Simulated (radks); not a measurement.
Initial-state core-level shifts of neutral molybdenum when its valence configuration changes from [Kr] 4d5 5s1. Calculated with a radial shooting solver on a logarithmic mesh with Libxc functionals: scalar-relativistic Kohn-Sham, PBE, spin-polarised, spherical densities, point nucleus; open shells are filled with parallel spins first (spin-orbit coupling, left out, can overturn this in heavy ions). Shifts are changes of the shell-averaged eigenvalues in eV (positive: less bound).

valence              2s      2p      3s      3d
4d5 5s0.5 5p0.5  -0.672  -0.673  -0.683  -0.681
4d4 5s2          -3.427  -3.414  -3.377  -3.393
4d4.5 5s1.5      -1.659  -1.653  -1.639  -1.646
4d4 5s1 5p1      -4.524  -4.509  -4.481  -4.496
4d6              +1.817  +1.804  +1.802  +1.814
4d4 5s1.5 5p0.5  -4.028  -4.015  -3.981  -3.996
4d3 5s1 5p2      -9.497  -9.462  -9.358  -9.396
4d4.5 5s1 5p0.5  -2.206  -2.200  -2.191  -2.197
4d5 5p1          -1.298  -1.300  -1.320  -1.315
